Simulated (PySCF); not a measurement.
**Potential energy of Rb2 along the bond**

Set-up: Rb def2-TZVPP with ECP28; scalar-relativistic core potentials (PySCF 2.14). Energies in eV from Rb + Rb in their ground configurations at the same level. State: ¹Σg⁺ (singlet), closed shell.

| R (Å) | r²SCAN | TPSS |
| --- | --- | --- |
| 3.697 | -0.1903 | -0.4447 |
| 3.869 | -0.2527 | -0.5133 |
| 4.041 | -0.2934 | -0.5576 |
| 4.170 | -0.3117 | -0.5773 |
| 4.299 | -0.3207 | -0.5872 |
| 4.428 | -0.3213 | -0.5888 |
| 4.600 | -0.3109 | -0.5801 |
| 4.815 | -0.2838 | -0.5559 |
| 5.073 | -0.2368 | -0.5129 |
| 5.417 | -0.1599 | -0.4414 |

Problem. Put a parabola through the three lowest points of the r²SCAN curve and estimate Re, k and ωe (reduced mass 42.46 u; 1 eV/Å² = 0.16022 mdyn/Å; ωe = 1302.8·√(k/μ) cm⁻¹).

Solution. Through R = 4.299, 4.428, 4.6 Å the second-order coefficient is 0.216 eV/Å², so Re ≈ 4.374 Å, k ≈ 0.0693 mdyn/Å and ωe ≈ 53 cm⁻¹. A polynomial fit of higher order to the unrounded r²SCAN energies gives Re = 4.372 Å, k = 0.0745 mdyn/Å, ωe = 54.6 cm⁻¹; anharmonicity and rounding make the difference.

The higher-order fit for each curve: r²SCAN: Re = 4.372 Å, ωe = 54.6 cm⁻¹, De = 0.322 eV; TPSS: Re = 4.390 Å, ωe = 53.4 cm⁻¹, De = 0.59 eV.

Closed-shell solutions of metal pairs were not tested for spin polarisation, which can lower them a little.
